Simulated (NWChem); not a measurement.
**Correlation energy of HSi (+1)**

```xyz
2

Si     0.0000     0.0000     0.1028
H      0.0000     0.0000    -1.4391
```
Charge +1, spin multiplicity 1.

Program: NWChem. All single points use one geometry, from PBE/def2-SVP, a minimum by its harmonic frequencies.

Basis set: def2-SVP. Each correlation energy counts from its own Hartree-Fock reference.

The correlated methods keep 5 core orbitals frozen. The structure started from a generated list of species. No row is a measurement; the coupled-cluster row has its own basis-set and correlation limits.

Q: Order these methods by the correlation energy they give, lowest first: SCS-MP2, CCSD, CR-CCSD[T], MP2.

A: CR-CCSD[T] (-82.8 mHa), CCSD (-81.7 mHa), SCS-MP2 (-67.1 mHa), MP2 (-58.2 mHa)
